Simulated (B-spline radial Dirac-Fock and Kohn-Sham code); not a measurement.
**Auger decay of the 3s hole in I⁶⁺**

System: I⁶⁺ in the configuration 1s2 2s2 2p6 3s2 3p6 3d10 4s2 4p6 4d10 5s1.

Level of theory: one-electron (LDA, Dirac) transition rates at Dirac-Fock energies; a B-spline atomic structure program. Kinetic energies are configuration averages from the vacuum level; the two-hole energies are estimated from single-hole states.

```
transition  kinetic energy (eV)  width (meV)  share (%)
   M1-M3N4                35.79          911       18.0
   M1-M3N5                37.81         1330       26.4
   M1-M4N1                    –          436        8.6
   M1-M5N1                    –          637       12.6
   M1-M5N3                207.4          176        3.5
   M1-M4N4                282.4          119        2.4
   M1-M4N5                283.7          151        3.0
   M1-M5N4                293.3          159        3.1
   M1-M5N5                295.6          246        4.9
   M1-N1N5                    –          124        2.5
```

A dash stands for an energy that rests on an unreliable hole state.

Coster-Kronig rates are the weakest part of this model and often come out 1.5 to 2.5 times too large. The listed channels hold 85 % of the non-radiative rate. Summed by principal shells, of 5.06 eV in all: MMN 86.0 %, MNN 8.1 %, MMO 5.3 %, MNO 0.6 %.

Values without a named source are computed, but for edge energies of neutral atoms, which are taken from tables.
